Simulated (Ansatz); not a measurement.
`[F][Cd][O][SiH3]` + HBr → `[F][Cd][Br]` + `O[SiH3]`  (ligand exchange at a Cd–O bond)

Calculated with Ansatz (gas phase, PBE0-D4/def2-TZVP geometries, no zero-point term in ΔE). CCSD(T)/CBS adds triple-zeta CCSD(T) − MP2 to the extrapolated MP2 energy (def2 sets, frozen cores). Functionals use def2-TZVPP. def2 core potentials past Kr. For Br, Cd outer-core shells are correlated without core-valence functions, which leaves a few kJ/mol of doubt a bond. Scalar relativity is left out up to krypton. One conformer a species, not always the lowest.

```
             level  ΔE (kJ/mol)  difference from CCSD(T)/CBS
           BLYP-D4       -108.7                         12.6
            B97M-V       -113.8                          7.5
        r2SCANh-D4       -122.1                         -0.8
        r2SCAN0-D4       -127.5                         -6.2
           ωB97X-V       -118.9                          2.4
          PBE-QIDH       -124.9                         -3.6
            revPBE       -117.8                          3.5
           r2SCANh       -122.8                         -1.5
           r2SCAN0       -128.2                         -6.9
             BHLYP       -130.5                         -9.2
         CAM-B3LYP       -118.4                          2.9
      MP2/def2-SVP       -110.6                         10.7
SCS-MP2/def2-TZVPP       -109.9                         11.4
   CCSD/def2-TZVPP       -114.3                          7.0
CCSD(T)/def2-TZVPP       -110.5                         10.8
    CCSD/CBS(def2)       -125.1                         -3.8
       CCSD(T)/CBS       -121.3                            0
```

Largest T1 diagnostic among the species: 0.016.

From PBE to PBE0 (25 % exact exchange), in def2-TZVPP and without D4, ΔE moves by −9.7 kJ/mol. At CCSD(T), def2-SVP lies +13.6 kJ/mol from the extrapolated value and def2-TZVPP +10.8 kJ/mol. Leaving LDA and LC-ωPBE aside and taking each functional with its dispersion term where it has one, the values, not all of them listed here, spread over 19.5 kJ/mol, from BHLYP-D4 to BLYP-D4.
